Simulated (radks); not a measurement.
Results of a calculation; reference values are marked as such.
Tl IV, configuration [Xe] 4f14 5d9.75 6s0.25 (fractional occupations, a model configuration). Code: a radial shooting solver on a logarithmic mesh with Libxc functionals. Model: non-relativistic Kohn-Sham, LDA (Slater exchange, VWN5 correlation), spin-polarised, spherical densities, point nucleus; open shells are filled with parallel spins first (spin-orbit coupling, left out, can overturn this in heavy ions); relativity is left out, which matters for an element this heavy.

Radial electron density D(r) = 4 pi r^2 rho(r):

r (bohr),D(r) (e/bohr),spin D(r)
0.001772,11.29,0.000228
0.002383,18.49,0.000371
0.003204,29.27,0.000581
0.004307,44.29,0.000863
0.005837,63.63,0.00119
0.007848,83.53,0.00144
0.01055,99.07,0.00144
0.0143,104.4,0.000974
0.01923,99.34,0.000250
0.02585,96.27,0.000249
0.03503,111.7,0.00278
0.0471,138.6,0.00847
0.06332,144.8,0.0157
0.08514,125.7,0.0231
0.1154,126.7,0.0278
0.1551,136.9,0.0146
0.2086,102.0,0.00170
0.2827,82.00,0.0485
0.38,93.93,0.0597
0.5109,62.63,0.000814
0.6925,28.70,0.0910
0.931,22.84,0.222
1.252,15.51,0.225
1.683,6.172,0.220
2.281,1.472,0.183
3.066,0.2265,0.0774
4.123,0.01936,0.0127
5.587,0.0006281,0.000558

D(r) has 4 maxima, at r = 0.0140, 0.0575, 0.147, 0.371 bohr, and minima at 0.0242, 0.0983, 0.267 bohr, inside which lie 1.93, 11.47, 30.57 electrons.
